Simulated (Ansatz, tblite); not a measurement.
Forces on GeAu2⁻ at its r2SCAN-D4/def2-TZVPD geometry. Charge -1, multiplicity 2.

In the def2 sets Au takes a core potential; there is no spin–orbit coupling. The xTB rows come from tblite. At PBE-D4/def2-TZVPD the highest occupied level of the charge -1 doublet lies above zero (up to 0.11 eV). It is a level of α spin, whose loss leaves a singlet; that state wasn't run at this geometry and level. The electron is either unbound and held by the finite basis, or the level is raised by self-interaction error. At PBE-D4/def2-TZVPD the gap within one spin of the charge -1 doublet nearly closes, so an electron or hole may be smeared out by delocalisation error. No other spin state of charge -1 was run. Another isomer (doublet) lies 0.82 eV lower at PBE0-D4/def2-TZVPD; other spin states weren't run for this one.

GFN2-xTB (tblite), largest force 1.05 eV/Å:

```xyz
3
positions Å, forces eV/Å
Au   -1.818   -0.823    1.552    0.073    0.033   -0.062
Au    0.065    0.031   -0.054   -0.756   -0.341    0.646
Ge    1.754    0.791   -1.498    0.683    0.308   -0.584
```

PBE-D4/def2-TZVPD (Ansatz), largest force 0.27 eV/Å:

```
Au -0.151 -0.068 0.129
Au -0.044 -0.020 0.037
Ge 0.195 0.088 -0.166
```
